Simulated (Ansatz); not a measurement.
The same path of F2GeH2O2 + H5NSi (14 atoms, charge 0, multiplicity 1) was run twice with different band settings. Lost on the way: Ge1–F2, N8–H14. Made: Ge1–N8, F2–H14.

The calculation used Ansatz 0.2.0, RHF/def2-SVP.

Relaxed end points:

```xyz
14
Properties=species:S:1:pos:R:3
Ge -0.527 0.807 0.142
F -0.755 0.317 1.761
F 0.681 1.993 0.258
O -1.952 1.536 -0.478
H -2.407 1.079 -1.171
O -0.034 -0.546 -0.781
H 0.479 -1.197 -0.297
N 1.300 -2.264 1.186
H 0.869 -3.164 1.058
Si 3.052 -2.245 1.227
H 3.627 -2.963 2.391
H 3.532 -2.899 -0.009
H 3.487 -0.834 1.278
H 0.827 -1.793 1.939
```

```xyz
14
Properties=species:S:1:pos:R:3
Ge 0.379 -0.436 -0.469
F -0.740 -0.626 2.603
F 1.537 0.054 -1.627
O -0.142 1.041 0.255
H -0.567 0.960 1.100
O -0.856 -1.336 -1.282
H -1.318 -0.926 -1.998
N 1.104 -1.592 0.727
H 0.839 -2.539 0.501
Si 2.697 -1.444 1.471
H 3.765 -1.997 0.611
H 2.927 -0.006 1.707
H 2.684 -2.184 2.750
H -0.129 -1.139 2.155
```

Common settings: movable images 7; climbing image yes; spring 5.0 eV/Å²; optimiser quadratic models (default); start path through a guess of the saddle point; iteration limit 60; end points relaxed.

| run | force threshold |
| --- | --- |
| 1 | 0.05 eV/Å |
| 2 | 0.2 eV/Å |

(1) What does each run give, and how far can it be trusted?

Answers

(1) Run 1: converged after 42 iterations, highest image 1.206 eV above the first end. A vibrational analysis at the climbing image gives one clearly imaginary mode, 1102i cm⁻¹: a first-order saddle point.
Run 2: converged after 22 iterations, highest image 1.207 eV above the first end. The threshold of 0.2 eV/Å is loose, so the images may lie well off the minimum-energy path. Another band between the same ends (7 images) ends at a top of the same energy, where a vibrational analysis finds 1 clearly imaginary mode.
The orbitals stay closed-shell, which can raise the energy where a bond breaks towards radicals; this wasn't checked here.
